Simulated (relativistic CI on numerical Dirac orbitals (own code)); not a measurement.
# La XIX: sensitivity of the levels to the model

Base calculation: Dirac-Coulomb-Breit CI, KLI orbitals optimised for each configuration, QED by a radiative potential, unscaled Slater integrals.

CI space (outside the closed core [Ar] 3d10): 4s2 4p6 4d3, 4s2 4p5 4d4, 4s2 4p6 4d2 4f, 4s 4p6 4d4, 4s2 4p6 4d2 5s, 4s 4p6 4d3 4f, 4s2 4p6 4d2 5p, 4s2 4p6 4d 4f 5s, 4s2 4p6 4d2 5d, 4s2 4p6 4d 5s 5p, 4s2 4p6 4d 4f2, 4s2 4p6 4f3, 4s2 4p6 4f2 5s, 4s 4p6 4d 4f3, 4s2 4p6 4f2 5p, 4p6 4d5, 4p5 4d6, 4s2 4p6 4d 5s2, 4s2 4p6 4f 5s2, 4s 4p6 4d 4f 5s2, 4s2 4p6 5s2 5p. Double excitations out of closed p, d and f shells are left out; levels of such configurations are missing from the list, as are those of other unlisted configurations, and high levels can miss mixing partners. These lack a partner that the ground configuration has and come out too high: 4s2 4p6 4d2 5d.

Variants: (1) Breit term removed; (2) non-relativistic limit. Shifts of the energy above 4s2 4p6 4d3 4F_3/2, in cm⁻¹, for the lowest level and the first level of each name with at least 55 % of one term (blank where a level changes its place among those of its configuration and J or its character, or is not in the variant):

| Level | Base | Δ(1) | Δ(2) |
| --- | --- | --- | --- |
| 4s2 4p6 4d3 4F_3/2 | 0.0 | 0.0 | 0.0 |
| 4s2 4p6 4d3 4F_5/2 | 18042.7 | +740.8 | -18042.7 |
| 4s2 4p6 4d3 4F_7/2 | 31374.5 | +1142.7 | -31374.5 |
| 4s2 4p6 4d3 4P_1/2 | 42443.9 | +702.9 | -17674.3 |
| 4s2 4p6 4d3 2G_7/2 | 60954.8 | +1384.9 | -29770.0 |
| 4s2 4p6 4d3 4P_5/2 | 62527.5 | +1273.5 | -37757.8 |
| 4s2 4p6 4d3 2H_9/2 | 64524.5 | +1622.1 |  |
| 4s2 4p6 4d3 2P_1/2 | 76747.0 | +1507.0 | -38200.6 |
| 4s2 4p6 4d3 2H_11/2 | 85694.4 | +1895.1 | -42637.8 |
| 4s2 4p6 4d3 2D_5/2 | 88039.4 | +1721.4 | -47446.7 |
| 4s2 4p6 4d3 2G_9/2 | 98908.1 | +2414.1 |  |
| 4s2 4p6 4d3 2F_5/2 | 100736.8 | +1182.2 | -34145.9 |
| 4s2 4p6 4d3 2F_7/2 | 103999.2 | +1629.7 | -37408.4 |
| 4s2 4p6 4d3 2P_3/2 | 106221.0 | +2218.3 |  |

At this charge energies of transitions that change n are usually good to better than 1 %, and those within a shell (Δn = 0) to a few per cent. Terms inside the open d or f shell come out 10 to 20 % too wide with unscaled integrals.

Ionisation energy from the two ground configurations alone: base 497.841 eV; Breit term removed 498.002 eV. The NIST ASD value (theoretical) is 498 eV.

LS names give the leading component of a level, which can be under half, so a name can repeat, a term be missing and a line seem to break the LS rules.
